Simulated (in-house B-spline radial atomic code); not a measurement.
Inner-shell binding energies (edges) and X-ray emission energies of free atoms and ions, as differences of relaxed hole-state energies with first-order Breit, QED and recoil terms, without correlation or multiplet splittings, in NIST's listed ground configurations. For neutral atoms such line energies lie within some 1 to 5 eV of tabulated X-ray lines (up to 20 eV for the heaviest). K = 1s, L1 = 2s, L3 = 2p3/2, M3 = 3p3/2. A dash marks a subshell that is part filled or wasn't run, or a line left out. Computed with a B-spline radial code for spherical atoms: Dirac-Hartree-Fock, average of the configuration, finite nuclei.

```tsv
ion	configuration	L1 edge (eV)	L3 edge (eV)	K-M3 (eV)
Ti	[Ar] 3d2 4s2	574.14	466.74	4931.28
V+	[Ar] 3d4	642.21	527.43	5425.12
Cr2+	[Ar] 3d4	?	?	?
Mn3+	[Ar] 3d4	826.55	695.47	6490.67
Fe4+	[Ar] 3d4	?	?	?
Co5+	[Ar] 3d4	1042.14	893.42	7657.37
Ni6+	[Ar] 3d4	1161.2	1003.11	8278.9
Cu7+	[Ar] 3d4	1287.7	1119.83	8926.04
```

Question: Fill in the row of Cr2+.

Answer: L1 edge (eV): 730.29; L3 edge (eV): 607.52; K-M3 (eV): 5945.31.

Question: Fill in the row of Fe4+.

Answer: L1 edge (eV): 930.56; L3 edge (eV): 790.84; K-M3 (eV): 7061.33.
